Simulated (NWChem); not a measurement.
ZrH$_{4}$O; SMILES [OH][ZrH3]

```xyz
6

Zr     0.0009     0.3177     0.0000
O      0.0007    -1.5622    -0.0007
H      0.0069    -2.5202    -0.0013
H     -1.1469     0.8688     1.3550
H      1.7489     0.8660     0.3172
H     -0.5970     0.8692    -1.6720
```
Atoms are numbered in this order, from 1.

The geometry was optimised at PBE0/def2-SVP. Not confirmed as a minimum by frequencies. def2 effective core potentials on Zr; no spin-orbit coupling.

Problem. List the 4 lowest vertical singlet excitations from PBE/def2-SVPD with def2 effective core potentials on Zr, TDA (NWChem).

Solution. 
```csv
state,energy (eV),oscillator strength,leading excitation (squared amplitude)
S1,3.98,0.000,HOMO−1 → LUMO (0.50)
S2,4.07,0.001,HOMO → LUMO+1 (0.40)
S3,4.07,0.001,HOMO → LUMO (0.41)
S4,4.30,0.009,HOMO−1 → LUMO+1 (0.48)
```
